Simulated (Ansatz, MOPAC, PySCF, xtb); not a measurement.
Donor–acceptor adduct: BH3 (SMILES B) (first 4 atoms) with C3H9N (SMILES CN(C)C); geometry from B3LYP-D3(BJ)/def2-TZVP, rigid monomers moved along the line of their centres of mass till B1···N6 is 1.90 Å.
(charge 0, multiplicity 1):
```xyz
17

B     -0.387     0.027     1.271
H      0.488     0.646     0.709
H     -0.415    -1.143     0.962
H     -1.469     0.563     1.201
C      1.397    -0.585     3.299
N      0.074     0.055     3.110
C      0.133     1.456     3.585
C     -0.945    -0.686     3.888
H      1.677    -0.577     4.355
H      2.134    -0.040     2.714
H      1.345    -1.607     2.934
H      0.398     1.489     4.644
H     -0.839     1.917     3.430
H      0.874     1.992     2.998
H     -0.694    -0.679     4.951
H     -1.913    -0.216     3.730
H     -0.987    -1.709     3.522
```

| level | interaction energy (kcal/mol) | cost |
|---|---|---|
| AM1 | -28.83 | - |
| PM6 | -49.80 | - |
| PM7 | -39.43 | - |
| GFN2-xTB | -30.20 | - |
| HF/STO-3G (no counterpoise) | -54.15 | - |
| HF/3-21G (no counterpoise) | -49.11 | - |
| HF/6-31G* | -36.23 | - |
| HF/6-31G* (no counterpoise) | -38.30 | - |
| HF/aug-cc-pVDZ | -35.99 | - |
| BP86/6-31G* (no counterpoise) | -47.07 | - |
| r2SCAN-D4/def2-TZVPPD | -49.95 | ×2 |
| B3LYP/6-31G* | -42.26 | - |
| B3LYP/6-31G* (no counterpoise) | -44.62 | - |
| B3LYP/def2-TZVPPD | -42.53 | ×2 |
| B3LYP-D4/def2-TZVPPD | -46.69 | ×2 |
| PBE0/def2-TZVPPD | -47.32 | ×2 |
| PBE0-D3(BJ)/def2-TZVPPD | -49.72 | ×2 |
| PBE0-D4/def2-TZVPPD | -49.61 | ×2 |
| MP2/aug-cc-pVDZ | -47.20 | ×2 |
| SCS-MP2/aug-cc-pVDZ | -44.47 | - |

The rows run from -54.15 (HF/STO-3G (no counterpoise)) to -28.83 kcal/mol (AM1). The dispersion term adds -4.16 in B3LYP-D4, -2.41 in PBE0-D3(BJ), -2.29 in PBE0-D4.

Counterpoise-corrected where a basis set is named; no monomer relaxation. Rows marked so take none.

Frozen-core correlation. Rows in 3-21G, 6-31G*, STO-3G carry no dispersion term and start afresh at each structure (6-31G* with six Cartesian d functions). The state that AM1, PM6, PM7 reach isn't checked; PM7 holds dispersion and hydrogen-bond terms.

The values were computed with Ansatz (a first-principles code); MOPAC for AM1, PM6, PM7 (differences of heats of formation); PySCF for 3-21G rows, 6-31G* rows, STO-3G rows, the dispersion terms; xtb for the GFN methods. 

Costs are rough ratios of core time to PBE/def2-TZVPPD (about 16 s over the structures, on one shared machine); a dash marks a level with no comparable run of its own.
